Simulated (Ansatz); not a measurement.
K, doublet. Base run: B3LYP/def2-SVP (Ansatz, a first-principles code).

Ansatz was given this input:
Ansatz 0.2 input:
```yaml
crystal:
  periodic: [false, false, false]
  atoms:
    - {symbol: K, position_ang: [0.00000000, 0.00000000, 0.00000000]}
basis:
  gaussian:
    orbitals: def2-SVP
hamiltonian:
  xc: b3lyp
magnetization: {spin_polarized: true, initial_magnetization: 1}
```

The base run was repeated with changes; each row names its change, and settings that it needs were set with it.

```json
[
 {"change": "base", "E (Eh)": "-599.84729", "<S^2>": "0.750"},
 {"change": "functional = pbe0; dispersion = d3bjatm", "E (Eh)": "-599.66184", "<S^2>": "0.750"},
 {"change": "functional = wB97M-V", "E (Eh)": "-599.80335", "<S^2>": "0.750"},
 {"change": "functional = r2scan", "E (Eh)": "-599.79538", "<S^2>": "0.750"},
 {"change": "functional = blyp", "E (Eh)": "-599.82836", "<S^2>": "0.750"},
 {"change": "functional = hse06", "E (Eh)": "-599.65385", "<S^2>": "0.750"},
 {"change": "functional = wB97X-V", "E (Eh)": "-599.74531", "<S^2>": "0.750"},
 {"change": "functional = b3lyp5", "E (Eh)": "-599.77431", "<S^2>": "0.750"},
 {"change": "functional = cam_b3lyp", "E (Eh)": "-599.85282", "<S^2>": "0.750"},
 {"change": "functional = hf", "E (Eh)": "-599.07743", "<S^2>": "0.750"},
 {"change": "functional = lc_wpbe", "E (Eh)": "-599.68189", "<S^2>": "0.750"},
 {"change": "functional = BHLYP", "E (Eh)": "-599.84259", "<S^2>": "0.750"},
 {"change": "functional = pbe0", "E (Eh)": "-599.66184", "<S^2>": "0.750"}
]
```

Totals shift with the method and basis; they matter in differences.
